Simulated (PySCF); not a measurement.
F4Se, SMILES F[Se+](F)(F)F, charge +1, multiplicity 2. Atoms are numbered in the order given.

```xyz
5

Se     0.0000     0.0000     0.1986
F      0.0000     1.7422     0.5096
F      0.0000    -1.7422     0.5096
F      1.3069     0.0000    -0.8848
F     -1.3069     0.0000    -0.8848
```
Charge +1, spin multiplicity 2.

Geometry optimised at PBE-D3(BJ)/def2-SVP.

These are ωB97X/def2-TZVP (PySCF) values and carry that method's errors.

ESP charges are fitted to the potential on shells at 1.4 to 2.0 van der Waals radii. Atomic charges (e):

```csv
atom,ESP fit,Löwdin,Mulliken,meta-Löwdin,Mulliken spin
Se1,1.19,1.05,1.36,2.18,0.28
F2,-0.05,-0.03,-0.09,-0.28,0.33
F3,-0.05,-0.03,-0.09,-0.28,0.33
F4,-0.05,0.01,-0.09,-0.31,0.04
F5,-0.05,0.01,-0.09,-0.31,0.04
```

**Question.** Give the Mayer and Wiberg (Löwdin basis) orders of the bonds. (The exact figures need the calculation; the answer reports its results.)

**Answer.** 
```tsv
bond	Mayer	Wiberg
Se1–F2	1.03	1.51
Se1–F3	1.03	1.51
Se1–F4	1.17	1.62
Se1–F5	1.17	1.62
```
